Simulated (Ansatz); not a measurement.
Basis sets compared for NiHg5Te4Cl4, a doped nanocrystal cut from zinc blende HgTe (Ni for one cation, 4 Cl caps). The state is a triplet with charge 0. Geometry r2SCAN-D4/def2-SVP. Ansatz on 2 threads of AMD EPYC 7R13 on a shared host and a share (18 GiB) of an NVIDIA H100 80GB HBM3; times are rough, and most runs start from earlier orbitals.

```
atom   x (Å)   y (Å)   z (Å)
 Te1   3.112   0.423  -1.311
 Te2  -1.501  -2.293  -1.455
 Te3  -0.801   2.424   0.191
 Te4   0.820  -1.243   3.266
 Ni5   1.005   1.880  -1.510
 Hg6  -2.317   0.652  -1.267
 Hg7   1.035  -1.353  -1.873
 Hg8   2.448  -0.589   1.152
 Hg9  -0.431  -2.280   1.047
Hg10  -0.388   1.362   2.707
Cl11  -0.030   1.343  -3.365
Cl12  -4.350   0.484  -2.504
Cl13   2.165  -3.186   0.068
Cl14  -0.767   2.377   4.852
```

In the def2 sets Hg, Te take a core potential; there is no spin–orbit coupling. Single mean-field runs in def2-TZVP are fitted with def2-universal-jkfit. The order of the spin states hangs on the level: the singlet lies 0.31 eV below the triplet at PBE-D4/def2-TZVP, but 0.69 eV above it at PBE0-D4/def2-TZVP.

Binding counts from free atoms (Te triplet, Ni triplet, Hg singlet, Cl doublet) in the same basis, without a counterpoise term.

```csv
level,functions,energy (Eh),HOMO (eV),LUMO (eV),binding per atom (eV),wall time
PBE-D4/def2-SVP,367,-5187.4999,-6.07,-5.39,1.77,8.5 s
PBE0-D4/def2-SVP,367,-5187.5170,-7.15,-4.37,1.67,16 s
```

Task: Estimate the rows for PBE-D4/def2-TZVP, PBE0-D4/def2-TZVP.

Result: 
| level | functions | energy (Eh) | HOMO (eV) | LUMO (eV) | binding per atom (eV) | wall time |
| --- | --- | --- | --- | --- | --- | --- |
| PBE-D4/def2-TZVP | 608 | -5188.4665 | -6.20 | -5.56 | – | 8.5 s |
| PBE0-D4/def2-TZVP | 608 | -5188.4623 | -7.18 | -4.57 | 1.71 | 23 s |
